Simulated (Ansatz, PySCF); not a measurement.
System: C₂HClF (charge 0, doublet). It need not be the lowest isomer of its formula. 
Structure (B3LYP-D3(BJ)/def2-TZVP (Ansatz, a first-principles code) minimum search):
```xyz
5

C      0.0587    -0.8804     0.0790
C     -1.2077    -0.5449     0.1015
F     -1.8065     0.6063     0.0203
Cl     1.3399     0.2943    -0.0839
H      0.3737    -1.9074     0.1607
```
Charge 0, spin multiplicity 2.

Total electronic energies in hartree. Cores are frozen in the correlated levels unless marked. Open shells are spin-unrestricted. No spin-orbit coupling. No relativistic terms. CBS marks a two-point X^-3 extrapolation of the correlation energy; Hartree-Fock from the larger set. The bracket is a focal-point correction in the basis named.

The UHF reference is spin-contaminated (<S^2> 0.20 over the pure value in the largest basis). 

```json
[
 {"level": "BLYP/def2-TZVPD", "program": "Ansatz", "energy (Eh)": "-636.79368"},
 {"level": "BP86/def2-TZVPD", "program": "PySCF", "energy (Eh)": "-636.86951"},
 {"level": "PBE0-D4/def2-TZVPD", "program": "Ansatz + dftd4", "energy (Eh)": "-636.48828"},
 {"level": "MN15-D3(BJ)/def2-TZVPD", "program": "PySCF + dftd3", "energy (Eh)": "-636.55263"},
 {"level": "MN15/def2-TZVPD", "program": "PySCF", "energy (Eh)": "-636.55262"},
 {"level": "B2PLYP-D4/def2-TZVPD", "program": "Ansatz + dftd4", "energy (Eh)": "-636.57392"},
 {"level": "PBE-QIDH/def2-TZVPD", "program": "Ansatz", "energy (Eh)": "-636.36797"},
 {"level": "RI-MP2/cc-pV(Q+d)Z", "program": "Ansatz", "energy (Eh)": "-636.02063"},
 {"level": "RI-MP2/CBS(cc-pV(T+d)Z,cc-pV(Q+d)Z)+[CCSD(T)-MP2]/cc-pV(T+d)Z", "program": "Ansatz", "energy (Eh)": "-636.1348"}
]
```

Totals of different functionals don't rank their quality; only differences between species are comparable.
